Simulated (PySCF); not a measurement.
Job file and geometry (Å, from GFN2-xTB) of a spin–spin coupling run on `C=C([B@H-]([NH3+])F)C(F)F`, C₃H₇BF₃N, B3LYP/pcJ-1 indirect spin-spin coupling, non-relativistic, gas phase in PySCF; density fitting, a coarse starting grid and PySCF grid level 2 are the driver's defaults:

```
$ OMP_NUM_THREADS=1 python probes_run.py task.json out

{"job": {"kind": "j", "xc": "B3LYP", "basis": "pcJ-1"}, "charge": 0, "multiplicity": 1}
C     -1.820137     0.628697    -0.802492
C     -0.723766     0.039737    -0.347096
B      0.779134     0.457772    -0.778798
N      1.742338     0.242494     0.550616
F      0.900035     1.817885    -1.027857
C     -0.886280    -1.088542     0.629386
F     -0.021668    -2.117852     0.384680
F     -0.555015    -0.679527     1.901545
H     -2.817373     0.321384    -0.521936
H     -1.742935     1.460827    -1.479142
H      1.239831    -0.197501    -1.659341
H      1.335327     0.757760     1.327859
H      2.660755     0.619300     0.336213
H      1.805937    -0.744101     0.784687
H     -1.900597    -1.510343     0.679762
```

Task: Write the output of this run.

Result: 
```
coarse grid: 13008 points
cycle   1  E = -497.5421086348  dE =  8.314e-01  |g| = 9.244e-01  |ddm| = 3.050e+00
cycle   2  E = -497.3923869951  dE =  1.497e-01  |g| = 1.402e+00  |ddm| = 1.842e+00
cycle   3  E = -497.6865506910  dE = -2.942e-01  |g| = 1.112e-01  |ddm| = 1.159e+00
cycle   4  E = -497.6883819277  dE = -1.831e-03  |g| = 6.419e-02  |ddm| = 1.389e-01
cycle   5  E = -497.6892222185  dE = -8.403e-04  |g| = 1.841e-02  |ddm| = 5.701e-02
cycle   6  E = -497.6892953173  dE = -7.310e-05  |g| = 5.593e-03  |ddm| = 1.586e-02
cycle   7  E = -497.6893028229  dE = -7.506e-06  |g| = 1.198e-03  |ddm| = 4.710e-03
final grid: 128240 points
cycle   8  E = -497.7504978399  dE = -2.154e-04  |g| = 7.617e-03  |ddm| = 3.097e-02
cycle   9  E = -497.7504895284  dE =  8.311e-06  |g| = 1.016e-02  |ddm| = 1.141e-02
cycle  10  E = -497.7505084134  dE = -1.888e-05  |g| = 9.755e-04  |ddm| = 6.287e-03
cycle  11  E = -497.7505084864  dE = -7.302e-08  |g| = 6.424e-04  |ddm| = 1.092e-03
cycle  12  E = -497.7505085645  dE = -7.805e-08  |g| = 1.421e-04  |ddm| = 5.197e-04
cycle  13  E = -497.7505085689  dE = -4.393e-09  |g| = 3.738e-05  |ddm| = 1.163e-04
cycle  14  E = -497.7505085692  dE = -2.854e-10  |g| = 1.193e-05  |ddm| = 3.040e-05
converged SCF energy = -497.7505085692

Indirect spin-spin couplings (Hz)
  i      j    bonds     total        FC       PSO       DSO        SD
  0 C    1 C    1     71.236    81.217   -10.197     0.216         -
  0 C    2 B    2      1.534     1.658    -0.084     0.014    -0.052
  0 C    3 N    3     -1.596    -1.596    -0.060     0.021     0.039
  0 C    4 F    3      1.859     3.069    -0.993     0.031    -0.247
  0 C    5 C    2      5.878     6.087    -0.255     0.046         -
  0 C    6 F    3     14.337    14.398     2.080    -0.288    -1.853
  0 C    7 F    3     13.387    12.789     3.086    -0.164    -2.323
  0 C    8 H    1    159.503   158.593     0.222     0.688         -
  0 C    9 H    1    168.333   167.565     0.081     0.687         -
  0 C   10 H    3      2.175     2.253     0.080    -0.158         -
  0 C   12 H    4      0.792     0.807     0.358    -0.372         -
  0 C   14 H    3      4.474     4.687    -0.348     0.134         -
  1 C    2 B    1     65.729    65.749    -1.048     0.408     0.621
  1 C    3 N    2     -1.970    -2.024     0.075    -0.033     0.012
  1 C    4 F    2     19.941    22.783    -3.494     0.170     0.483
  1 C    5 C    1     46.827    48.493    -2.033     0.366         -
  1 C    6 F    2     28.400    26.412    -0.509     0.111     2.385
  1 C    7 F    2     18.250    19.618    -2.935     0.136     1.431
  1 C    8 H    2     -4.321    -2.343    -1.598    -0.380         -
  1 C    9 H    2      2.478     4.438    -1.667    -0.294         -
  1 C   10 H    2      1.983     1.950    -0.188     0.221         -
  1 C   11 H    3      1.906     1.853    -0.251     0.303         -
  1 C   12 H    3      4.687     4.714     0.318    -0.345         -
  1 C   13 H    3     -0.038     0.042    -0.222     0.141         -
  1 C   14 H    2      2.886     3.233    -0.332    -0.015         -
  2 B    3 N    1     -2.946    -2.501     0.139    -0.128    -0.456
  2 B    4 F    1   -113.033   -96.195   -20.419     0.905     2.675
  2 B    5 C    2      0.988     1.038    -0.066     0.106    -0.090
  2 B    6 F    3      6.275     6.563    -0.555     0.285    -0.017
  2 B    7 F    3      1.997     1.966     0.027     0.061    -0.057
  2 B    8 H    3      7.804     7.806     0.414    -0.444     0.028
  2 B    9 H    3      5.029     5.047    -0.177     0.167    -0.009
  2 B   10 H    1    127.170   126.883    -1.455     1.518     0.223
  2 B   11 H    2     -3.113    -3.125    -0.031     0.005     0.038
  2 B   12 H    2     -2.780    -2.809     0.047    -0.072     0.054
  2 B   13 H    2     -1.377    -1.494     0.016     0.024     0.077
  2 B   14 H    3      3.368     3.337     0.408    -0.395     0.018
  3 N    4 F    2    -11.142   -13.010     2.277    -0.036    -0.373
  3 N    5 C    3     -0.159    -0.169     0.018    -0.022     0.013
  3 N    6 F    4     -1.004    -1.154     0.112    -0.065     0.103
  3 N    7 F    4      2.091     1.379     0.635    -0.087     0.163
  3 N    9 H    4      0.441     0.429    -0.073     0.081     0.005
  3 N   10 H    2     -6.196    -6.227     0.083    -0.042    -0.010
  3 N   11 H    1    -75.292   -72.931    -1.976    -0.313    -0.072
  3 N   12 H    1    -74.823   -72.328    -2.145    -0.273    -0.077
  3 N   13 H    1    -75.570   -73.231    -1.939    -0.314    -0.085
  4 F    5 C    3      3.698     3.662     0.243    -0.141    -0.067
  4 F    6 F    4     -5.705    -2.188    -2.538    -0.809    -0.170
  4 F    7 F    4     -1.309     0.125    -0.649    -0.487    -0.298
  4 F    8 H    4     -1.315    -1.059     0.924    -1.158    -0.021
  4 F    9 H    4     -0.357    -0.109    -1.118     0.999    -0.129
  4 F   10 H    2     47.651    48.550     0.675    -0.538    -1.036
  4 F   11 H    3      1.349     0.847     0.560     0.056    -0.114
  4 F   12 H    3      2.624     1.869     0.726     0.179    -0.151
  4 F   13 H    3     19.402    21.159     0.246    -2.003     0.001
  4 F   14 H    4      3.144     3.277     0.949    -1.225     0.143
  5 C    6 F    1   -285.352  -290.804   -10.327     1.076    14.704
  5 C    7 F    1   -279.857  -290.139    -6.624     1.087    15.819
  5 C    8 H    3     13.639    13.666    -0.321     0.294         -
  5 C    9 H    3     21.936    21.981     0.281    -0.325         -
  5 C   10 H    3      0.136     0.135    -0.017     0.018         -
  5 C   14 H    1    188.214   187.920    -1.215     1.510         -
  6 F    7 F    2    265.039    63.805   113.264    -0.263    88.233
  6 F    8 H    4     -2.526    -2.287     1.344    -0.937    -0.647
  6 F    9 H    4      3.632     3.119     1.606    -1.314     0.222
  6 F   10 H    4     -0.614    -0.223    -1.045     0.643     0.010
  6 F   12 H    5      0.543     0.668     0.818    -1.065     0.122
  6 F   13 H    5     -2.593    -1.700    -3.733     2.548     0.291
  6 F   14 H    2     66.787    69.692     1.228    -0.725    -3.408
  7 F    8 H    4     -7.080    -6.473     1.007    -0.387    -1.227
  7 F    9 H    4     -2.961    -4.316     1.803    -1.185     0.736
  7 F   10 H    4     -3.838    -3.824     1.025    -0.934    -0.105
  7 F   11 H    5     -0.485     0.544    -3.279     2.065     0.185
  7 F   12 H    5      2.865     2.931     1.084    -1.288     0.137
  7 F   13 H    5      0.568     0.847    -1.471     1.343    -0.151
  7 F   14 H    2     67.827    70.815     1.135    -0.651    -3.472
  8 H    9 H    2      1.994     1.755     3.507    -3.269         -
  8 H   10 H    4     -2.157    -2.072     1.199    -1.284         -
  8 H   12 H    5      0.461     0.563     1.373    -1.475         -
  8 H   14 H    4     -0.308    -0.417    -1.932     2.041         -
  9 H   10 H    4     -1.966    -1.908     0.241    -0.299         -
  9 H   14 H    4     -0.625    -0.549     1.385    -1.462         -
 10 H   11 H    3     10.253    10.333     2.291    -2.371         -
 10 H   12 H    3      1.881     1.946     0.066    -0.130         -
 10 H   13 H    3      0.913     0.925    -0.250     0.239         -
 10 H   14 H    4      0.445     0.506     1.120    -1.181         -
 11 H   12 H    2    -10.520   -10.774     4.525    -4.270         -
 11 H   13 H    2    -10.720   -11.011     4.220    -3.928         -
 11 H   14 H    5     -0.173    -0.065     1.319    -1.427         -
 12 H   13 H    2    -10.152   -10.414     4.675    -4.413         -
 12 H   14 H    5     -0.209    -0.096     1.851    -1.963         -
 13 H   14 H    5     -0.165    -0.043     1.383    -1.506         -
```

Size and cost of the density-fitted run: 286 basis functions, 2 min wall time on 1 thread of an Arm Neoverse V1, shared host; peak memory 1.1 GiB.
